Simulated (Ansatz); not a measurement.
System: GeHSBr, charge 0, singlet. GeHSBr (SMILES [SH][Ge][Br]).
B3LYP-D3(BJ)/def2-TZVP minimum from Ansatz (a first-principles code):
```xyz
4

Ge     0.2097    -1.0030     0.0964
Br     0.7916     1.2984    -0.0191
S     -2.0091    -0.7076    -0.1466
H     -2.2703    -2.0269    -0.0732
```
Charge 0, spin multiplicity 1.

Atomisation energy term by term, kcal/mol (programs: Ansatz). Radicals and triplets start from unrestricted determinants; spin-orbit coupling is neglected. Cores are frozen in correlated methods (noble-gas shells, and filled d and f shells in the p block). No relativity. CBS(X,Y): correlation extrapolated as X^-3, Hartree-Fock from the larger set. A bracket is a step between two methods taken in the basis named. Where a partner has so few electrons that a lower coupled-cluster level is exact, that level stands in. Spin-orbit terms, left out, reach several kcal/mol for Br and I, and more for heavier atoms.

```csv
term,basis,kcal/mol
Hartree-Fock,def2-QZVPP,165.41
CCSD correlation,"CBS(def2-TZVPP,def2-QZVPP)",78.09
(T),"CBS(def2-TZVPP,def2-QZVPP)",8.48
CCSDT(Q) - CCSD(T),def2-TZVPP,0.42
sum: De,,252.4
```

The step beyond CCSD(T) by other levels: CCSDT(Q) in def2-SVP 0.76 kcal/mol.
